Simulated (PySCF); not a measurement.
H₂OSeTe, SMILES [SeH][Te]O. The structure is a stationary point at B3LYP-D3(BJ)/def2-SVP. The def2 effective core potentials stand for the cores of Te; spin–orbit coupling is left out. Other conformers were not sampled.

Computed equilibrium geometry at B3LYP-D3(BJ)/def2-SVP (PySCF confirms it by a frequency run) as bond lengths and angles (one conformer of several):
Atoms: Te1 O2 H3 Se4 H5. Bonds (Å): Te1–O2 2.015, Te1–Se4 2.539, O2–H3 0.970, Se4–H5 1.481. Angles (°): O2–Te1–Se4 102.6, Te1–O2–H3 106.9, Te1–Se4–H5 97.0.
